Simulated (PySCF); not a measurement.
# Core binding energy against partial charge

Para-tolunitrile, C8H7N.
Numbering: `[CH3:1][c:2]1[cH:3][cH:4][c:5]([C:6]#[N:7])[cH:8][cH:9]1`

Geometry (PBE0-D3(BJ)/def2-SVP, Å), atoms numbered from 1 in this order:
```xyz
16
C8H7N angstrom
C      2.4921    0.2757   -0.3594
C      1.0002    0.2508   -0.2147
C      0.2548   -0.8475   -0.6636
C     -1.1243   -0.8947   -0.5068
C     -1.7942    0.1724    0.1091
C     -3.2158    0.1304    0.2707
N     -4.3676    0.0951    0.4014
C     -1.0617    1.2801    0.5601
C      0.3170    1.3111    0.3954
H      2.8228   -0.3003   -1.2354
H      2.8717    1.3028   -0.4572
H      2.9758   -0.1690    0.5265
H      0.7672   -1.6825   -1.1484
H     -1.6933   -1.7556   -0.8624
H     -1.5819    2.1135    1.0358
H      0.8785    2.1807    0.7468
```

Binding energies: PySCF 2.14.0, delta-SCF UKS SCAN, pcX-2 on the ionised atom, pcseg-1 elsewhere, spin-free X2C. Charges: PBE0/pcSseg-1 ground-state density, for the ionised atom.

| atom | environment | C 1s (eV) | Mulliken (e) | IAO (e) | Hirshfeld (e) | ESP (e) |
| --- | --- | --- | --- | --- | --- | --- |
| C3 | aromatic CH carbon | 290.66 | -0.033 | -0.154 | -0.045 | -0.310 |
| C4 | aromatic CH carbon | 290.83 | +0.037 | -0.124 | -0.031 | -0.127 |
| C2 | substituted aromatic carbon | 290.90 | -0.303 | +0.035 | +0.024 | +0.393 |
| C1 | benzylic-type carbon | 291.18 | -0.143 | -0.420 | -0.110 | -0.588 |
| C5 | substituted aromatic carbon | 291.52 | -0.249 | -0.054 | +0.003 | -0.050 |
| C6 | nitrile carbon | 291.84 | +0.147 | +0.135 | +0.073 | +0.360 |

Q: How well does each charge scheme correlate with the binding energies over these sites?

A: Hirshfeld: r = 0.53, slope 3.8 eV per e; IAO: r = 0.40, slope 0.9 eV per e; ESP: r = 0.36, slope 0.4 eV per e; Mulliken: r = 0.23, slope 0.6 eV per e. Hirshfeld charges have the highest r, on only 6 points.

Q: The point-charge model writes a binding energy as kq + V + constant, with V the potential of the other atoms' charges at the site. What does it give with the Mulliken charges?

A: V = Σ 14.40 eV Å × q/r over all other atoms: -0.68 eV at C3, -1.27 eV at C4, +1.70 eV at C2, +2.89 eV at C1, +1.77 eV at C5, -4.20 eV at C6. Fitting binding energy − V to q gives k = 13.9 eV per e and leaves an rms residual of 1.27 eV, against 0.40 eV for the fit on q alone. The model has no term for differences in relaxation between sites.

The unrestricted hole states depart most from a pure doublet (⟨S²⟩ = 0.75; over 0.85 named) for C 1s of C2 (0.86), which makes this value less certain. Isolated species at its PBE0-D3(BJ)/def2-SVP geometry, gas phase.
